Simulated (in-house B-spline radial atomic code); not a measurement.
## Response and correlation of Tl¹³⁺

Closed shell [Xe] 4f14. Computed with a B-spline radial code for spherical atoms: Dirac-Hartree-Fock, relativistic RPA (time-dependent Dirac-Hartree-Fock) for the response and second-order many-body perturbation theory for correlation, no-pair Dirac-Coulomb Hamiltonian, finite nucleus.

Command:
```bash
python run_mb.py task.json out
```
Settings (nuclear radius in fm, box in bohr, cutoff in hartree):
```
basis_form          2
Z                   81
core_configuration  [Xe] 4f14
rms_radius          5.4759
mass_number         205
speed_of_light      137.036
box_radius          5.449
lmax                7
intervals           59
virtual_cutoff      164025.0
```

Cost of the run: 23 s on 1 thread of Arm Neoverse V1, with other jobs on the host.

```json
{"multipole (bohr³, bohr⁵, bohr⁷)": "dipole", "uncoupled": "0.85113", "coupled RPA": "0.7117"}
{"multipole (bohr³, bohr⁵, bohr⁷)": "quadrupole", "uncoupled": "0.4628", "coupled RPA": "?"}
{"multipole (bohr³, bohr⁵, bohr⁷)": "octupole", "uncoupled": "0.76065", "coupled RPA": "0.89934"}
```

(1) What is the coupled quadrupole polarisability?

(2) Which subshells carry the dipole polarisability?

(3) What does the dipole shielding factor come to?

Dipole polarisability at imaginary frequency:

| u (Eh) | α(iu) (bohr³) |
| --- | --- |
| 0 | 0.7117 |
| 2.62 | 0.4748 |
| 7.86 | 0.1737 |
| 15.7 | 0.07559 |
| 26.2 | 0.03785 |
| 52.4 | 0.01314 |
| 105 | 0.004097 |
| 262 | 0.0007944 |

(4) What dispersion coefficients follow for two such ions (the dispersion part alone)?

Lowest J = 1 odd-parity excitations:

| energy (eV) | oscillator strength | leading channel | weight |
| --- | --- | --- | --- |
| 62.863 | 2.42e-05 | 5p3/2 → d3/2 | 0.876 |
| 75.552 | 1.82 | 5p3/2 → d5/2 | 0.738 |
| 96.047 | 3.5 | 5p1/2 → d3/2 | 0.912 |
| 118.58 | 0.772 | 5p3/2 → s1/2 | 0.997 |
| 136.2 | 0.0175 | 4f7/2 → d5/2 | 0.555 |
| 140.23 | 0.838 | 4f5/2 → d3/2 | 0.615 |
| 141.55 | 0.359 | 4f5/2 → d5/2 | 0.818 |
| 142.93 | 0.294 | 5p1/2 → s1/2 | 0.993 |

Second-order correlation energy by the highest angular momentum of the excited pair (hartree): s -0.03232, p -0.2656, d -0.8765, f -1.452, g -1.301, h -0.4586, i -0.2123, k -0.1056.

(5) What is the second-order correlation energy at the partial-wave limit?

Results:

(1) 0.494 atomic units, +7 % against the uncoupled value.

(2) 5p3/2 68.9 %, 5p1/2 21.3 %, 4f7/2 5.1 %.

(3) The dipole shielding factor is 0.840, against the exact N/Z = 68/81 = 0.840 of the non-relativistic theorem.

(4) C6 = (3/π)∫α(iu)²du = 1.561 hartree·bohr⁶ and C8 = 6.426 hartree·bohr⁸.

(5) The listed waves sum to -4.7034 hartree; extrapolating the increments as (l + 1/2)⁻⁴ gives -4.9192 hartree, -1.97 eV per electron.
